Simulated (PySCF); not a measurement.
H4OSSeSi, singlet, at a GFN2-xTB geometry; PySCF with CASSCF(6,7)/6-31G.

PySCF was given this input:
```python
from pyscf import gto, scf, mcscf
import numpy

mol = gto.M(
    atom='''
Se    0.057734    0.049652    0.972424
S    -0.782361    1.802411    0.077191
H    -2.084196    1.552159    0.279706
O    -0.079675   -1.157457   -0.388770
Si    0.749787   -1.331470   -1.790058
H     0.009481   -2.480427   -2.291114
H     2.163919   -1.572787   -1.507901
H     0.605985   -0.125464   -2.607197
''',
    basis='6-31g',
    charge=0,
    spin=0,
    verbose=4,
)

mf = scf.RHF(mol)
mf.kernel()
mc = mcscf.CASSCF(mf, 7, 6)
mc.fix_spin_(ss=0.0)
mc.kernel()
occ = numpy.linalg.eigvalsh(mc.fcisolver.make_rdm1(mc.ci, mc.ncas, mc.nelecas))[::-1]
ss = mc.fcisolver.spin_square(mc.ci, mc.ncas, mc.nelecas)[0]
print('natural occupations', occ.round(4), ' <S^2>', round(ss, 4))
```

What the program printed (banner, timings and long lists left out):

```
PySCF version 2.14.0

[INPUT] verbose = 4
[INPUT] num. atoms = 8
[INPUT] num. electrons = 76
[INPUT] charge = 0
[INPUT] spin (= nelec alpha-beta = 2S) = 0
[INPUT] symmetry False subgroup None
[INPUT] Mole.unit = angstrom
[INPUT] Symbol           X                Y                Z      unit          X                Y                Z       unit  Magmom
[...]
nuclear repulsion = 438.44459130414
number of shells = 38
number of NR pGTOs = 220
number of NR cGTOs = 70
basis = 6-31g
ecp = {}

******** <class 'pyscf.scf.hf.RHF'> ********
method = RHF
initial guess = minao
damping factor = 0
level_shift factor = 0
DIIS = <class 'pyscf.scf.diis.CDIIS'>
diis_start_cycle = 1
diis_space = 8
diis_damp = 0
SCF conv_tol = 1e-09
SCF conv_tol_grad = None
SCF max_cycles = 50
direct_scf = True
direct_scf_tol = 1e-13
Set gradient conv threshold to 3.16228e-05
Initial guess from minao.
init E= -3162.37188687037
[...]
cycle= 1 E= -3162.88632840046  delta_E= -0.514  |g|= 0.503  |ddm|= 2.96
[...]
cycle= 2 E= -3162.931682536  delta_E= -0.0454  |g|= 0.357  |ddm|= 0.867
[...]
cycle= 3 E= -3162.95715483516  delta_E= -0.0255  |g|= 0.0466  |ddm|= 0.308
[...]
cycle= 4 E= -3162.95820375296  delta_E= -0.00105  |g|= 0.00952  |ddm|= 0.113
[...]
cycle= 5 E= -3162.95828777274  delta_E= -8.4e-05  |g|= 0.00366  |ddm|= 0.0337
[...]
cycle= 6 E= -3162.95829980744  delta_E= -1.2e-05  |g|= 0.00129  |ddm|= 0.0125
[...]
cycle= 7 E= -3162.95830182951  delta_E= -2.02e-06  |g|= 0.000323  |ddm|= 0.00625
[...]
cycle= 8 E= -3162.95830197512  delta_E= -1.46e-07  |g|= 9.87e-05  |ddm|= 0.00167
[...]
cycle= 9 E= -3162.95830199106  delta_E= -1.59e-08  |g|= 3.24e-05  |ddm|= 0.000572
[...]
cycle= 10 E= -3162.95830199275  delta_E= -1.69e-09  |g|= 1.15e-05  |ddm|= 0.000186
[...]
cycle= 11 E= -3162.95830199293  delta_E= -1.85e-10  |g|= 3.42e-06  |ddm|= 6.49e-05
[...]
Extra cycle  E= -3162.95830199293  delta_E= 1.82e-12  |g|= 1.82e-06  |ddm|= 9.47e-06
converged SCF energy = -3162.95830199293

******** <class 'pyscf.mcscf.mc1step.CASSCF'> ********
CAS (3e+3e, 7o), ncore = 35, nvir = 28
max_cycle_macro = 50
max_cycle_micro = 4
conv_tol = 1e-07
conv_tol_grad = None
orbital rotation max_stepsize = 0.02
orbital rotation threshold for CI restart = 0.01
augmented hessian ah_max_cycle = 30
augmented hessian ah_conv_tol = 1e-12
augmented hessian ah_linear dependence = 1e-14
augmented hessian ah_level shift = 1e-08
augmented hessian ah_start_tol = 2.5
augmented hessian ah_start_cycle = 3
[...]
CASCI E = -3162.96548067521  S^2 = 0.0000000
[...]
               |grad[o]|=0.000141  |grad[c]|=0.000527  |ddm|=0.000198  |maxRot[o]|=0.0025
macro iter  29 (  7 JK    1 micro), CASSCF E = -3163.03075102999  dE = -3.11141321e-07  S^2 = 0.0000000
               |grad[o]|=0.000104  |grad[c]|=0.000502  |ddm|=0.000178  |maxRot[o]|=0.00216
macro iter  30 (  5 JK    1 micro), CASSCF E = -3163.03075130776  dE = -2.77775143e-07  S^2 = 0.0000000
               |grad[o]|=0.000101  |grad[c]|=0.000474  |ddm|=0.000164  |maxRot[o]|=0.002
macro iter  31 (  7 JK    1 micro), CASSCF E = -3163.03075155415  dE = -2.46388026e-07  S^2 = 0.0000000
               |grad[o]|=8.2e-05  |grad[c]|=0.000447  |ddm|=0.000146  |maxRot[o]|=0.00198
macro iter  32 (  6 JK    1 micro), CASSCF E = -3163.03075177106  dE = -2.16907665e-07  S^2 = 0.0000000
               |grad[o]|=8.88e-05  |grad[c]|=0.000417  |ddm|=0.00015  |maxRot[o]|=0.00179
macro iter  33 (  6 JK    1 micro), CASSCF E = -3163.03075196217  dE = -1.91109393e-07  S^2 = 0.0000000
               |grad[o]|=7.86e-05  |grad[c]|=0.000393  |ddm|=0.000132  |maxRot[o]|=0.00171
macro iter  34 (  7 JK    1 micro), CASSCF E = -3163.03075212833  dE = -1.66166501e-07  S^2 = 0.0000000
               |grad[o]|=7.33e-05  |grad[c]|=0.000366  |ddm|=0.000126  |maxRot[o]|=0.0016
macro iter  35 (  6 JK    1 micro), CASSCF E = -3163.03075227236  dE = -1.44027581e-07  S^2 = 0.0000000
               |grad[o]|=6.91e-05  |grad[c]|=0.00034  |ddm|=0.000119  |maxRot[o]|=0.00146
macro iter  36 (  5 JK    1 micro), CASSCF E = -3163.03075239657  dE = -1.24211510e-07  S^2 = 0.0000000
               |grad[o]|=6.46e-05  |grad[c]|=0.000313  |ddm|=0.000112  |maxRot[o]|=0.00139
macro iter  37 (  7 JK    1 micro), CASSCF E = -3163.03075250423  dE = -1.07655524e-07  S^2 = 0.0000000
               |grad[o]|=5.84e-05  |grad[c]|=0.000294  |ddm|=0.000101  |maxRot[o]|=0.00124
macro iter  38 (  5 JK    1 micro), CASSCF E = -3163.03075259579  dE = -9.15601959e-08  S^2 = 0.0000000
               |grad[o]|=5.46e-05  |grad[c]|=0.000271  |ddm|=9.12e-05  |maxRot[o]|=0.00115
1-step CASSCF converged in  38 macro (465 JK  87 micro) steps
CASSCF canonicalization
Density matrix diagonal elements [1.96570736 1.96159241 1.96847171 0.03831473 0.03649683 0.01827595
 0.01114101]
CASSCF energy = -3163.03075259579
CASCI E = -3163.03075259579  E(CI) = -9.10675137090493  S^2 = 0.0000000
natural occupations [1.98   1.9601 1.9573 0.045  0.0373 0.018  0.0022]  <S^2> 0.0
```
